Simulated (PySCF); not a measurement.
# What an electron can do to ZnH

r²SCAN in PySCF with def2-TZVPPD on every atom, for the lowest determinant that a PBE0 search found; no spin–orbit coupling.

```csv
species,state (unpaired electrons),Re (Å),ωe (cm⁻¹),energy of the minimum from the neutral (eV),De (eV),dissociates to
ZnH,doublet (σ ↑),1.598,1574,0.00,1.23,Zn + H
ZnH⁺,singlet (closed shell),1.516,1943,7.99,2.45,Zn⁺ + H
```

Question: Work out the lowest energy to break ZnH into atoms, from its vibrational ground state.

Answer: D0 = De − ωe/2 = 1.23 − 0.10 = 1.13 eV (r²SCAN/def2-TZVPPD).

Question: Work out the ionisation energy of the Zn atom at this level and the threshold of dissociative ionisation.

Answer: IE(Zn) = 7.99 + 2.45 − 1.23 = 9.21 eV, so Zn⁺ + H + e⁻ appears at D0 + IE(Zn) = 10.34 eV (r²SCAN/def2-TZVPPD). The measured IE(Zn) is 9.394 eV (NIST ASD).

These are thermodynamic thresholds; the onsets seen under electron impact lie higher where the geometry changes, and cross-sections peak well above them.

For an ion De counts to the pair picked by the measured ionisation energies or electron affinities, which need not be the lowest pair at this level. States were picked by a PBE0 search and need not be the measured ground states.
